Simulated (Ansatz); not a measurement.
A series at Ti: from `[NH2][Ti]([OH])([OH])[OH]`, ligands are replaced one by one, each step taking up H–F and setting free H₂O; n counts the steps. Ansatz, PBE0-D4/def2-TZVP geometries. Each molecule was computed in one conformer, which needn't be the lowest.

| n | molecule | zero-point energy, PBE0-D4/def2-TZVP (kJ/mol) |
| --- | --- | --- |
| 0 | `[NH2][Ti]([OH])([OH])[OH]` | 167.1 |
| 1 | `[NH2][Ti]([OH])([OH])[F]` | 137.9 |
| 2 | `[NH2][Ti]([OH])([F])[F]` | 110.0 |
| 3 | `[NH2][Ti]([F])([F])[F]` | ? |

**Question.** By hand: fit a straight line y = ȳ + b (n − n̄) to the 3 given rows and predict n = 3.

**Answer.** n̄ = 1.000, ȳ = 138.33; Σ(n − n̄)(y − ȳ) = -57.10, Σ(n − n̄)² = 2.000, so b = -28.55 kJ/mol a step. Prediction: 138.33 + (-28.55) × (2.000) = 81.2 kJ/mol.

**Question.** By hand: compare with the computed value, 82.6 kJ/mol, and give the steps along the whole series.

**Answer.** The line misses by 1.4 kJ/mol (computed minus predicted). Steps: -29.2, -27.9, -27.4 kJ/mol.

The steps differ by at most 1.8 kJ/mol, 6 % of a mean step, so the ligands' effects nearly add and a line is close. The miss is 1.7 % of the series' range.
